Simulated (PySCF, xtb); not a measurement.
Al(Me)(vinyl)(OH) (C3H7AlO), SMILES [CH]([Al]([CH3])[OH])=C. The values are those of a single conformer.

Harmonic wavenumbers (cm⁻¹) from GFN2-xTB in xtb 6.7.1 at its own minimum, in rising order: 65, 79, 101, 147, 197, 265, 389, 401, 471, 504, 582, 583, 664, 895, 919, 970, 1043, 1242, 1296, 1405, 1456, 1461, 1624, 2940, 2944, 2950, 2970, 3018, 3051, 3774.

**Question.** What does PBE-D3(BJ)/def2-SVP in PySCF give at its own minimum? (Estimate from the structure and the level; the computed values follow.)

**Answer.** 34, 49, 111, 181, 195, 301, 370, 428, 533, 568, 633, 635, 707, 843, 950, 961, 1028, 1164, 1223, 1372, 1376, 1378, 1600, 2966, 3019, 3037, 3052, 3078, 3103, 3812. Paired by order, the mean absolute difference is 45 cm⁻¹ and the zero-point energies are 54.9 and 55.3 kcal/mol.
